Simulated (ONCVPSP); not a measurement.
**cerium (Ce): excitation energies, all-electron against ONCV**

```json
{
 "Element": "Ce (Z = 58)",
 "Generator": "ONCVPSP 4.0.1",
 "Type": "optimised norm-conserving Vanderbilt (ONCV)",
 "Functional": "LDA (Perdew-Wang 92)",
 "Relativity": "scalar-relativistic",
 "Frozen core": "[Kr] 4d10",
 "Valence charge": "12",
 "Reference configuration": "4f1 5s2 5p6 5d1 6s2",
 "Partial waves": "5s+6s: rc 2.55 bohr, ncon 4, nbas 8, qcut 4.1 1/bohr, 2 projectors; 5p: rc 2.85 bohr, ncon 3, nbas 6, qcut 4.9 1/bohr, 2 projectors, debl 1.2 Ha; 5d: rc 3.75 bohr, ncon 4, nbas 9, qcut 4.2 1/bohr, 2 projectors, debl 1.5 Ha; 4f: rc 1.65 bohr, ncon 4, nbas 9, qcut 11 1/bohr, 3 projectors, debl 1.3 Ha",
 "Local potential": "polynomial inside 1.05 bohr (lpopt 5, dvloc0 -1 Ha)",
 "Core correction": "Teter function, fcfact 5.5, rcfact 1.05"
}
```

Energies are relative to the spin-unpolarised reference configuration 4f1 5s2 5p6 5d1 6s2; without spin polarisation the order of configurations can differ from experiment.

```csv
valence configuration,charge,ΔE all-electron (eV),error AE − PS (meV)
4f1 5s2 5p6 5d1 6s1,+1,6.265,-1.8
4f1 5s2 5p6 5d0 6s0,+3,36.940,+22
4f1 5s2 5p6 5d1.5 6s1.5,0,0.408,-0.1
```

(1) What are ΔE and the potential's error for 4f1 5s2 5p6 5d1 6s0?

Note: ghosts flagged at negative energy: s at -173.0 eV, d at -27.7 eV, p at -14.6 eV; no localised positive-energy state flagged. A true bound ghost makes a file unfit for plane-wave use.

## Answers

(1) ΔE = 17.606 eV all-electron; the error (AE − PS) is -7.9 meV.
